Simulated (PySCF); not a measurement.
A structure optimised at B3LYP-D3(BJ)/def2-SVP, used in a PySCF frequency run:

```xyz
7

Si    -0.4810    -1.1670     0.0000
F      0.9578    -1.9132     0.0000
N     -0.2201     0.5238     0.0000
C      0.0195     1.7005     0.0000
O      0.2424     2.8480     0.0000
H     -1.2009    -1.5488    -1.2351
H     -1.2009    -1.5488     1.2351
```

Problem. Write its SMILES, formula and point group.

Solution. O=C=N[SiH2]F, CH2FNOSi, Cs

Problem. What are its rotational constants (standard atomic weights)?

Solution. 16.151, 1.7786, 1.6340 GHz
